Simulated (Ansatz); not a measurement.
A run for Ansatz (a first-principles code): R-wB97M-V/def2-TZVPP on C4H4O (SMILES CC#CC=O).

Ansatz 0.2 input:
```yaml
crystal:
  periodic: [false, false, false]
  atoms:
    - {symbol: C, position_ang: [1.81765665, -0.04192532, 0.02234773]}
    - {symbol: C, position_ang: [0.36833185, -0.00817369, 0.00273501]}
    - {symbol: C, position_ang: [-0.83662354, -0.00677143, -0.01598710]}
    - {symbol: C, position_ang: [-2.27341003, 0.05725458, -0.02932437]}
    - {symbol: O, position_ang: [-2.99921451, -0.89759790, -0.18258121]}
    - {symbol: H, position_ang: [2.17220483, -0.57583835, 0.90693428]}
    - {symbol: H, position_ang: [2.20071444, -0.56388116, -0.85708665]}
    - {symbol: H, position_ang: [2.23870193, 0.96476199, 0.03822767]}
    - {symbol: H, position_ang: [-2.68836162, 1.07217130, 0.11473465]}
basis:
  gaussian:
    orbitals: def2-TZVPP
hamiltonian:
  xc: {name: wB97M-V}
scf: {lower_state_search: off}
```

Program output:

```
WARN ansatz: RAYON_NUM_THREADS=1 ignored (pool sized by the plan → 1); use --threads N
Functional definition: wB97M-V
these checks for a lower state are left out or cut short: stability, starts, cluster_reference, orbital_swaps, neighbouring_geometries, increment
integrals: 0.13 GiB planned
1107 factors; their error is unknown
integrals: 0.17 GiB planned
267 factors; integrals over basis functions are off by at most 9.8e-6 eV
mean field: 1.19 GiB planned
mean field evaluation 1: about -6253.2321 eV, gradient 5.0e1 eV
mean field evaluation 2: about -6253.5305 eV, gradient 5.3e1 eV
mean field evaluation 4: about -6258.0294 eV, gradient 2.2e0 eV
mean field evaluation 8: about -6258.0488 eV, gradient 1.3e-1 eV
mean field evaluation 16: about -6258.0388 eV, gradient 4.8e-4 eV
mean field -6258.03879251 eV, -229.9786837735 hartree, gradient 4.6e-6 eV, S^2 0.000000; 0 other end points of the search recorded, 0 dependent functions left out
reference -6258.03883677 eV, -229.9786854001 hartree; 18, 18 occupied and 193, 193 virtual orbitals, 1107 factors
Total energy: -6258.03883677 eV, -229.9786854001 hartree
Checks for a lower state left out: stability, starts, cluster_reference, orbital_swaps, neighbouring_geometries, increment
```

The run converged.

Cost: very roughly 6 core-seconds.
